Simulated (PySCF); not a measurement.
3-methylbut-1-ene (C5H10), SMILES C=CC(C)C.

Geometry: PBE0-D3(BJ)/def2-SVP. The values are those of a single conformer.

Level of theory: PBE0-D3(BJ)/def2-SVP (PySCF).

Harmonic, unscaled wavenumbers; measured fundamentals usually lie a few per cent lower.

Computed harmonic wavenumbers and intensities:
```
mode  ν (cm⁻¹)  IR (km/mol)  moving atoms (share of kinetic energy)
----  --------  -----------  --------------------------------------
1          116          0.1                          C 59 %, H 41 %
2          246          0.0                                  H 97 %
3          275          0.1                          H 77 %, C 23 %
4          293          0.1                          H 54 %, C 46 %
5          352          0.2                          H 51 %, C 49 %
6          382          0.8                          C 50 %, H 50 %
7          539          1.1                          C 59 %, H 41 %
8          678          6.9                          H 59 %, C 41 %
9          803          1.7                          C 62 %, H 38 %
10         923          1.6                          H 86 %, C 14 %
11         941         36.7                          H 72 %, C 28 %
12         943          5.3                          H 56 %, C 44 %
13         971          0.5                          H 71 %, C 29 %
14        1033          4.5                          H 73 %, C 27 %
15        1043         10.2                          H 83 %, C 17 %
16        1106          3.7                          H 61 %, C 39 %
17        1164          3.0                          C 53 %, H 47 %
18        1205          0.7                          H 57 %, C 43 %
19        1300          0.7                          H 78 %, C 22 %
20        1328          0.6                          H 69 %, C 31 %
21        1354          2.2                          H 69 %, C 31 %
22        1387          5.3                          H 71 %, C 29 %
23        1400          7.7                          H 68 %, C 32 %
24        1426          7.0                          H 85 %, C 15 %
25        1458          1.8                                  H 97 %
26        1464          1.6                                  H 94 %
27        1473          9.6                                  H 96 %
28        1487          6.1                           H 92 %, C 8 %
29        1740         13.5                          C 88 %, H 12 %
30        3021         16.8                                  H 92 %
31        3048         26.3                                  H 97 %
32        3053         15.1                                  H 97 %
33        3143          2.8                           H 91 %, C 9 %
34        3145         20.8                           H 91 %, C 9 %
35        3147         24.9                           H 91 %, C 9 %
36        3150         26.0                                  H 92 %
37        3153         19.2                           H 91 %, C 9 %
38        3170          3.6                                  H 93 %
39        3264          7.5                          H 89 %, C 11 %
```
